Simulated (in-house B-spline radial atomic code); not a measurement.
# RPA and G0W0 on PBE: Cd²⁺

Configuration [Kr] 4d10, mean-field start PBE. Computed with a B-spline radial code for spherical atoms: all electrons, scalar-relativistic (spin-free one-electron X2C), finite nucleus, each spin shell either full or empty, empty states to l = 9 with an (l + 1/2)⁻⁴ tail; G0W0 by contour deformation at full frequency.

Command:
```bash
python run_gw.py task.json out
```
Settings (radii: box in bohr, nucleus in fm):
```
Z                        48
electrons                46
configuration            [Kr] 4d10
hamiltonian              x2c
method                   pbe,pbe
lmax                     9
rms_radius               4.6087
spin_polarised           False
box_radius               17.55
intervals                69
```

Run time, properties included: 1.9 s on 1 thread of AMD EPYC 9R45 96-Core Processor, with other jobs on the host.

Energies (hartree):

| term | value |
| --- | --- |
| mean-field total | -5592.67177 |
| Hartree-Fock functional on these orbitals | -5590.51801 |
| direct second order | -4.142 |
| second-order exchange | 1.1462 |
| SOSEX correction | 1.0635 |

(1) What is the RPA correlation energy, and what remains with SOSEX?

Quasi-particle levels (eV):

```csv
level,occupied,mean field,Σx - vxc,Σc,QP weight,G0W0
4d,yes,-30.44,-8.05,?,?,?
5s,no,-21.299,6.09,-2.06,0.959,-17.274
```

G0W0 = mean field + (Σx - vxc) + Σc, with Σc (partial-wave tail included) taken at the quasi-particle energy. Only the outer levels were computed. Levels of low weight are left out.

(2) Where does G0W0 put 4d?

## Answers

(1) RPA gives -3.6186 hartree (-2.14 eV per electron); RPA + SOSEX gives -2.555, and the second-order doubles -2.9958 hartree (no singles). RPA lacks exchange-type terms and so overcorrelates at short range.

(2) At -37.76 eV, with Σc = 0.72 eV and a quasi-particle weight of 0.878. The tabulated removal energy is 37.468 ± 0.006 eV (NIST, measured); the calculation leaves out spin-orbit coupling, Breit and QED terms, and what these don't explain is the method's own error.
